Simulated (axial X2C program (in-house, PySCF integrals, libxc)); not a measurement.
**Spectroscopic constants of NaMo**

All values were computed with an axial X2C code built on PySCF integrals. Spin-free means the one-electron spin-free X2C Hamiltonian; two-component (2c) means X2C with spin–orbit coupling and atomic mean-field two-electron Coulomb and Gaunt terms, so the difference of the two also holds small scalar two-electron terms. Basis: Mo dyall-cv3z [11s12p9d5f3g], Na dyall-cv3z [9s8p5d2f] (cores contracted in-house); Gaussian nuclei, density fitting, unrestricted open shells. Masses: Mo 97.905 u, Na 22.990 u.

State, spin-free: M_S = 5/2, Λ = 0 (beyond evenly filled blocks: σα, π+α, π-α, δ+α, δ-α); electrons by block: σα: 13, σβ: 12, π+α: 6, π+β: 5, π-α: 6, π-β: 5, δ+α: 2, δ+β: 1, δ-α: 2, δ-β: 1. Fragments: Mo + Na.

State, 2c: Ω = 5/2 (⟨Sz⟩ = 2.50, ⟨Lz⟩ = 0.00 at PBE0); electrons by block: 1/2: 18, -1/2: 18, 3/2: 7, -3/2: 7, 5/2: 2, -5/2: 1. Fragments: Mo + Na.

| Hamiltonian | level | Re (Å) | ωe (cm⁻¹) | Be (cm⁻¹) | αe (cm⁻¹) | De (eV) | D0 (eV) | k (mdyn/Å) | μ (D) |
| --- | --- | --- | --- | --- | --- | --- | --- | --- | --- |
| 2c | PBE0 | 3.059 | 149.6 | 0.09673 | 0.000757 | 0.624 | 0.614 | 0.245 | 2.42 |
| 2c | CCSD | 3.048 | 153.9 | 0.09747 | n/a | 0.601 | 0.591 | 0.26 | n/a |
| 2c | CCSD(T) | 3.021 | 160.2 | 0.09922 | n/a | 0.664 | 0.654 | 0.281 | n/a |
| 2c | M06 | 2.934 | 174.0 | 0.1052 | n/a | 1.38 | 1.37 | 0.332 | 5.82 |

Spin-free values that have a 2c row agree with it to the digits that matter (0.001 Å, 0.01 eV) and are not repeated.

Correlated methods: 7 electrons correlated (number of frozen shells: Mo 4 s, 3 p, 1 d; Na 2 s, 1 p), 315 virtual spin orbitals or spinors in MP2, 88 natural virtuals in coupled cluster.

Dipoles are positive if Na is the positive end.

Occupations by symmetry block were frozen at the best pattern of an incomplete PBE0 search. De is counted from the lowest determinant-based energies of the atoms at the same level, without counterpoise correction. Density functionals use the spin component along the axis (collinear). CCSD and (T) use frozen natural virtuals with an MP2 correction for the truncation; (T) itself is uncorrected, so its De runs slightly low. With several unpaired electrons one determinant need not be a pure state. This is the top spin component of a Σ state; components of lower Ω are not single determinants and can lie lower. The determinant is spin-polarised beyond a pure state at some levels (its spin-free form has ⟨S²⟩ too high), which makes Re and μ there less reliable. The T1 diagnostic is large, a sign of multireference character. With the outer-core shells frozen, correlated bond lengths of heavy atoms tend to come out a few hundredths of an ångström too long.

No reliable constants came from HF (2c), HF (spin-free), MP2 (2c), MP2 (spin-free): no minimum in range, unconverged points, a curve that is not smooth, a change of character along it, or the two Hamiltonians disagreeing along it.

Rough cost a point (2c) on 1 thread(s) of a shared host, integrals apart: PBE0 1.2 s, CCSD(T) 4 s, M06 2 s.

The whole task took 3.4 min on 1 thread of AMD EPYC 7B13 (Zen 3), with other jobs on the host.
